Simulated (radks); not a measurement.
Results of a calculation; reference values are marked as such.
Valence configurations of the carbon ion C+ (all share [He]). Code: a radial shooting solver on a logarithmic mesh with Libxc functionals. Model: Dirac Kohn-Sham, BLYP, spin-unpolarised, spherical densities, finite nucleus; open shells are shared between the two j in proportion to 2j + 1; Fermi nuclear charge, rms radius 2.4702 fm. Energies are relative to 2s2 2p1; eigenvalues in eV.

[
 {"valence": "2s2 2p1", "E (eV)": "0.000", "e(2p1/2)": "-17.001", "e(2p3/2)": "-16.989", "e(2s1/2)": "-25.634"},
 {"valence": "2s1.5 2p1.5", "E (eV)": "4.321", "e(2p1/2)": "-17.037", "e(2p3/2)": "-17.025", "e(2s1/2)": "-25.674"},
 {"valence": "2s1 2p2", "E (eV)": "8.645", "e(2p1/2)": "-17.075", "e(2p3/2)": "-17.063", "e(2s1/2)": "-25.717"},
 {"valence": "2s0.5 2p2.5", "E (eV)": "12.972", "e(2p1/2)": "-17.115", "e(2p3/2)": "-17.103", "e(2s1/2)": "-25.764"},
 {"valence": "2p3", "E (eV)": "17.302", "e(2p1/2)": "-17.157", "e(2p3/2)": "-17.145", "e(2s1/2)": "-"}
]

NIST lists [He] 2s2 2p1 as the ground configuration; this level of theory agrees among the configurations tried. The energies are those of spherical spin-averaged densities, not of single terms.
